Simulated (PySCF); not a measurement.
How methods differ on the excitation energy of As+

As+ [Ar] 3d10 4s2 4p2 (3P) → As+ [Ar] 3d10 4s2 4p1 5s1 (3P), as a difference of total energies. Computed with PySCF 2.14 in aug-cc-pwCVDZ-PP with ECP10MDF, with a scalar-relativistic core potential. Correlated levels: valence: 3s2 3p6 3d10 frozen; valence and next inner shell: nothing frozen outside the core potential. The calculations carry no spin-orbit coupling.

```csv
method,excitation energy (eV)
UHF,9.541
LDA,9.464
PBE,9.411
PBE0,9.575
r2SCAN,9.865
TPSS,9.622
PW91,9.456
wB97M-V,9.522
r2SCAN0,9.873
MP2 (valence),9.575
SCS-MP2 (valence),9.561
MP2 (valence and next inner shell),9.620
SCS-MP2 (valence and next inner shell),9.582
```

**Question.** How much does correlation contribute at MP2 (valence and next inner shell)?

**Answer.** 9.620 − (9.541) = 0.079 eV, measured against UHF.

The promoted electron is Rydberg-like, and one or two diffuse shells describe it only roughly, which tends to raise the upper state.
